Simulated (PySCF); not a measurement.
Electronic structure of F(2+) (fluorine, charge +2) at the UHF level

Configuration: [He] 2s1 2p4, high-spin 4P determinant (an excited configuration). All numbers are calculated (PySCF 2.14, the non-relativistic Hamiltonian (point nucleus), in aug-cc-pVTZ (5s4p3d2f, 46 functions)).

```json
{
 "Total energy": "-96.910284 hartree",
 "One-electron energy": "-125.5656 hartree",
 "Hartree (Coulomb) energy": "37.8428 hartree",
 "Exchange energy": "-9.1876 hartree",
 "Kinetic energy": "96.90433 hartree",
 "⟨S²⟩": "3.7530",
 "⟨L²⟩": "2.004",
 "Sum of ⟨r⟩": "4.842 bohr",
 "Sum of ⟨r²⟩": "5.081 bohr²",
 "Traceless quadrupole moment −½Σ⟨3z² − r²⟩ along its main axis": "-0.423 e·bohr²",
 "Density at the nucleus (Gaussians lack the cusp)": "423 bohr⁻³",
 "Spin density at the nucleus": "12.9 bohr⁻³",
 "Langevin diamagnetic susceptibility": "-4.02 ×10⁻⁶ cm³/mol"
}
```

| shell | electrons | mean orbital energy (hartree) | spread (hartree) | rms radius, mean of both spins (bohr) |
| --- | --- | --- | --- | --- |
| 1s α | 1 | -28.15727 | 0 | 0.204 |
| 1s β | 1 | -27.92953 | 0 | 0.204 |
| 2s α | 1 | -3.23904 | 0 | 0.983 |
| 2p α | 3 | -2.33572 | 0.12205 | 1.00 |
| 2p β | 1 | -1.92199 | 0 | 1.00 |

Spin-orbit constants ζ (cm⁻¹) from the X2C one-electron operator on these orbitals (non-relativistic here): bare nucleus, nucleus screened by l(l+1)(2l+1)/3 electrons, and screened by the Breit-Pauli mean field of the electrons.

```tsv
shell	bare	screened nucleus	mean field
2p	537.1	417.7	368.2
```

To first order the Landé constant is A = -122.7 cm⁻¹, so the lowest level has J = 5/2 and lies 0.0228 eV below the centre of the term. This holds in LS coupling only.
